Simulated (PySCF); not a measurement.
Frontier orbitals and the lowest excitations

WO2(NMe2)2, C4H12N2O2W (singlet state).
Z-matrix (Å and degrees, PBE0-D3(BJ)/def2-SVP geometry), rows numbered from 1:
```
W 
O   1  1.7197
O   1  1.7193  2  115.42
N   1  1.9494  2  107.94  3  -120.42
C   4  1.4470  1  122.78  2   154.79
C   4  1.4466  1  123.29  2   -27.44
H   5  1.1063  4  111.44  1   114.21
H   5  1.0992  4  110.83  1    -6.44
H   5  1.1058  4  110.67  1  -125.92
H   6  1.0990  4  110.79  1     6.29
H   6  1.1058  4  110.63  1   125.78
H   6  1.1062  4  111.43  1  -114.38
N   1  1.9491  2  107.95  3   120.35
C  13  1.4470  1  123.03  2  -153.54
C  13  1.4464  1  123.00  2    28.49
H  14  1.1058 13  110.65  1   125.74
H  14  1.0991 13  110.80  1     6.23
H  14  1.1062 13  111.41  1  -114.41
H  15  1.0991 13  110.82  1    -5.58
H  15  1.1061 13  111.42  1   115.05
H  15  1.1059 13  110.68  1  -125.05
```

Computed with TDDFT CAM-B3LYP/def2-SVPD, vertical, gas phase, core orbitals frozen in the response, def2 core potentials past Kr (PySCF 2.14.0, density-fitted response routines). Spin–orbit coupling is left out.

Frontier orbitals with the atoms that hold most of them (Löwdin shares over 4%, at most four atoms; ? is withheld):

```tsv
orbital	ε (eV)	atoms
LUMO+2	0.88	W1 25%, C15 8%, C6 8%, C5 8%
LUMO+1	0.20	W1 48%, N13 11%, N4 11%, O2 5%
LUMO	0.02	?
HOMO	-7.99	?
HOMO-1	-9.07	N13 20%, N4 20%, O3 10%, O2 10%
HOMO-2	-9.79	O2 45%, O3 45%, W1 8%
HOMO-3	-10.20	O2 29%, O3 28%, W1 10%, N13 8%
```

Task: Which atoms hold the HOMO, and with what shares?

Result: N4 (bonded to 2 C and W) 30%; N13 (bonded to 2 C and W) 30%; C6 (bonded to N and 3 H) 4%; C15 (bonded to N and 3 H) 4%. By element: nitrogen 60%, carbon 9% or more.

Task: Which atoms hold the LUMO, and with what shares?

Result: W1 (bonded to 2 N and 2 O) 55%; O3 (bonded to W) 17%; O2 (bonded to W) 17%. By element: tungsten 55%, oxygen 34%.

Task: How does S1 compare with the orbital gap of 8.01 eV?

Result: S1 is at 4.44 eV (f = 0.0037), 3.58 eV below the gap, made of HOMO→LUMO (98%). 

Task: Give energy, strength and leading configuration of S1, S3 and S4, and follow the Löwdin shares of the leading atoms from the occupied to the empty orbital.

Result: 
- S1 (4.44 eV, f 0.0037), HOMO→LUMO (98%): N4 30% → at most 4%, N13 30% → at most 4%, W1 at most 5% → 55%, O3 at most 5% → 17%; the Löwdin share of tungsten is at most 5% in HOMO and 55% in LUMO (ligand-to-metal charge transfer by this measure)
- S3 (5.18 eV, f 0.037), HOMO-1→LUMO (72%): N13 20% → at most 4%, N4 20% → at most 4%, W1 at most 11% → 55%, O3 10% → 17%; the Löwdin share of tungsten is at most 11% in HOMO-1 and 55% in LUMO
- S4 (5.29 eV, f 0.083), HOMO-2→LUMO (76%): O2 45% → 17%, O3 45% → 17%, W1 8% → 55%; the Löwdin share of tungsten is 8% in HOMO-2 and 55% in LUMO
